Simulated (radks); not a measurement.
Valence configurations of W I (all share [Xe]). Calculated with a radial shooting solver on a logarithmic mesh with Libxc functionals: Dirac Kohn-Sham, LDA (Slater exchange, Perdew-Wang correlation), spin-unpolarised, spherical densities, point nucleus; open shells fill j = l - 1/2 first. Energies are relative to 4f14 5d4 6s2; eigenvalues in eV.

valence               E (eV)  e(4f5/2)  e(4f7/2)  e(5d3/2)  e(5d5/2)  e(6p1/2)
4f14 5d4 6s2           0.000   -34.038   -31.797    -4.850         -         -
4f14 5d4 6s1 6p1       4.094   -35.356   -33.115    -6.013         -    -2.456
4f14 5d6               4.382   -30.812   -28.572    -2.876    -2.274         -
4f14 5d4.5 6s0.5 6p1   4.863   -34.357   -32.117    -5.395    -4.685    -2.325
4f14 5d4 6p2           8.380   -36.556   -34.315    -7.051         -    -2.996
4f13.5 5d6 6p0.5      19.240   -36.363   -34.077    -4.239    -3.538    -1.774
4f13 5d4 6s2 6p1      35.807   -46.987   -44.653    -8.813         -    -2.824
4f13 5d5 6s1 6p1      35.881   -44.495   -42.162    -7.217    -6.349    -2.489
4f13 5d4 6s1 6p2      40.584   -48.224   -45.890    -9.894         -    -3.369
4f12 5d6 6s2          71.488   -52.727   -50.301    -7.138    -6.164         -

NIST lists [Xe] 4f14 5d4 6s2 as the ground configuration; this level of theory agrees among the configurations tried. The energies are those of spherical spin-averaged densities, not of single terms.
